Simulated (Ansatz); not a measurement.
Job for Ansatz (a quantum-chemistry and plane-wave program): R-B3LYP/def2-TZVPP on HfSn, 2S+1 = 1, a spin state set in the input, which need not be the lowest, a point of a bond scan (R = 2.571 Å). Elements past Kr take the def2 small-core potentials; no spin–orbit coupling.

Ansatz 0.2 input:
```yaml
crystal:
  periodic: [false, false, false]
  atoms:
    - {symbol: Hf, position_ang: [0.00000000, 0.00000000, 0.00000000]}
    - {symbol: Sn, position_ang: [0.00000000, 0.00000000, 2.57088600]}
basis:
  gaussian:
    orbitals: def2-TZVPP
    pivot_positions_ang: [[0.00000000, 0.00000000, 0.00000000], [0.00000000, 0.00000000, 2.57088600]]
hamiltonian:
  xc: {name: B3LYP}
output: {forces: true, orbitals: {seedname: ./end}}
```

The head of its log:

```
WARN ansatz: RAYON_NUM_THREADS=1 ignored (pool sized by the plan → 1); use --threads N
Functional definition: B3LYP
integrals: 0.03 GiB planned
805 factors; their error is unknown
mean field: 0.33 GiB planned
mean field evaluation 1: about -7131.8789 eV, gradient 3.5e1 eV
mean field evaluation 2: about -7091.2999 eV, gradient 1.0e2 eV
```

Question: What total energy does the run end on?

Answer: -262.2736 hartree.
